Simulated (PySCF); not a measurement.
Run record: geometry optimisation, `F[C@H]([SiH3])[SiH2][TeH]`.

Method: PBE0-D3(BJ)/def2-SVP geometry optimisation, gas phase, def2 core potentials past Kr (PySCF 2.14.0). Start geometry: GFN2-xTB. A driver script takes a list of jobs; this job's settings line and coordinates (Å) are shown.

Input:
```
{"job": {"xc": "PBE0", "basis": "def2-SVP", "d3": "d3bj", "grid": 1, "maxiter": 30, "shake": 0.01, "kind": "geom"}, "charge": 0, "multiplicity": 1}
F     -0.384080    -0.697590    -1.645570
C     -0.474550    -0.703470    -0.239110
Si    -1.943440     0.421860     0.280450
Si     1.308570    -0.232690     0.414130
Te     2.294080     0.522660    -1.698580
H     -0.692330    -1.736320     0.006140
H     -2.038950     0.279510     1.739270
H     -3.119620    -0.008880    -0.404860
H     -1.593030     1.802650    -0.069130
H      1.871630    -1.419980     1.053320
H      1.114150     0.769380     1.477230
H      3.697250     0.974600    -0.922330
```

Problem. Estimate the output.

Solution. 
```
step   0  E = -988.48259370  max force = 0.033462
step   1  E = -988.48913741  max force = 0.004142
step   2  E = -988.48945527  max force = 0.001942
step   3  E = -988.48949999  max force = 0.000635
step   4  E = -988.48952688  max force = 0.000824
step   5  E = -988.48957863  max force = 0.002130
step   6  E = -988.48969157  max force = 0.003772
step   7  E = -988.48985577  max force = 0.003722
step   8  E = -988.49011437  max force = 0.001131
step   9  E = -988.49015109  max force = 0.000972
step  10  E = -988.49017032  max force = 0.000722
step  11  E = -988.49019081  max force = 0.000527
step  12  E = -988.49021147  max force = 0.001173
step  13  E = -988.49023344  max force = 0.001507
step  14  E = -988.49025255  max force = 0.000881
step  15  E = -988.49026920  max force = 0.000307
step  16  E = -988.49026921  max force = 0.000312
optimisation converged
```

Energies in Eh; «max force» is the largest Cartesian gradient component in Eh/bohr.

Problem. How much energy does the optimisation release, in kJ/mol?

Solution. E(step 0) − E(last step) = 0.007676 Eh, which is 20.2 kJ/mol.

Problem. Give the first gradient maximum in eV/Å.

Solution. With 1 Eh/bohr = 51.422 eV/Å, 1.721 eV/Å.

In short: final energy -988.49027 Eh after 16 steps; dipole 1.86 D.

Problem. Give the final coordinates.

Solution. 0.457 Å rms from the input after alignment:
```
atom  x, y, z in Å
F1    -0.6095   -1.1891   -1.4067
C2    -0.7550   -0.9425   -0.0352
Si3   -2.0452    0.4404    0.1941
Si4    0.9764   -0.5733    0.6732
Te5    2.0218    0.8585   -1.0904
H6    -1.1442   -1.8633    0.4397
H7    -2.2694    0.6293    1.6597
H8    -3.3199    0.0253   -0.4622
H9    -1.5541    1.7085   -0.4146
H10    1.7383   -1.8374    0.9008
H11    0.8601    0.1620    1.9685
H12    3.1365    1.4479   -0.0016
```

Problem. Estimate the wall time. Hardware: AMD EPYC 9R45, one thread (shared host). And the peak memory of the process?

Solution. About 90 s, with 0.55 GiB resident at the peak, the Python interpreter and its libraries included.
Labels such as C1 count atoms from 1, the log's own numbers from 0.
